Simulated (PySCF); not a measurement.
# How methods differ on the ionisation energy of V

V [Ar] 3d3 4s2 (4F) → V⁺ [Ar] 3d4 (5D), as a difference of total energies. Calculation: PySCF 2.14, in x2c-QZVPPall with one added diffuse shell each of s, p, d, f, g type (12s8p6d4f3g, 121 functions); scalar relativity by spin-free X2C-1e. Correlated levels: valence: [Ar] frozen; valence and next inner shell: [Ne] frozen. The calculations carry no spin-orbit coupling.

Task: Order these methods by the ionisation energy they give, lowest first.
A. PBE0
B. UHF
C. BLYP
D. SCS-MP2 (valence and next inner shell)

Result: B (6.178 eV), A (6.338 eV), C (6.700 eV), D (6.840 eV).

Errors of the correlated levels include the incompleteness of this basis and the frozen core.

For comparison: 6.732 eV (measured; NIST levels, between the centres of gravity of the two terms).
